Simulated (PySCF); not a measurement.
Stepwise substitution at one centre (Si CH3-OCH3). Gas-phase values, no solvent. One relaxed conformer stands for each flexible species; it need not be the lowest. Strings in code marks are SMILES.

Computed with PySCF 2.14.0 with PBE-D3(BJ)/def2-TZVP // PBE-D3(BJ)/def2-SVP. All candidates: neutral, multiplicity 1. Excitations are Tamm–Dancoff values on a coarser integration grid. The basis has no diffuse functions, so Rydberg states are missing or too high.

The T1 excitation (TDA) is 6.20 eV and the S1 excitation (TDA) is 6.31 eV. The HOMO–LUMO gap comes out as 6.27 eV.

Which member has these values?
A. `CO[Si](C)(OC)OC`
B. `CO[Si](C)(C)OC` (C–O–Si–O torsion -56°, O–Si–O–C torsion 174°)
C. `CO[Si](OC)(OC)OC`

B, `CO[Si](C)(C)OC` (C–O–Si–O torsion -56°, O–Si–O–C torsion 174°). The others give `CO[Si](C)(OC)OC`: 6.44 eV, 6.54 eV, 6.51 eV; `CO[Si](OC)(OC)OC`: 6.47 eV, 6.64 eV, 6.57 eV
